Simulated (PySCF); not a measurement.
H₂Te, SMILES [TeH2+], charge +1, multiplicity 2.

The structure is a stationary point at PBE0-D3(BJ)/def2-TZVPD. The def2 effective core potentials stand for the cores of Te; spin–orbit coupling is left out.

Two levels are set side by side: PBE/def2-TZVPD (PySCF) and PBE0/def2-TZVPD (PySCF). Same geometry, gas phase. Differences are taken from unrounded values.

| quantity | PBE0 |
|---|---|
| α-spin orbital gap (eV) | 7.72 |
| β-spin orbital gap (eV) | 5.23 |
| mean polarisability (bohr³) | 28.7 |

Task: What does PBE give, and how far is it from PBE0? (An estimate is asked for; the answer gives what the named calculation found.)

Result: 
```json
[
 {"quantity": "α-spin orbital gap (eV)", "PBE": "5.60", "PBE minus PBE0": "-2.13"},
 {"quantity": "β-spin orbital gap (eV)", "PBE": "3.05", "PBE minus PBE0": "-2.18"},
 {"quantity": "mean polarisability (bohr³)", "PBE": "29.0", "PBE minus PBE0": "0.3"}
]
```

Rough cost on one machine, each run with all the roots and properties that it gave: PBE0 against PBE within a factor of 2.
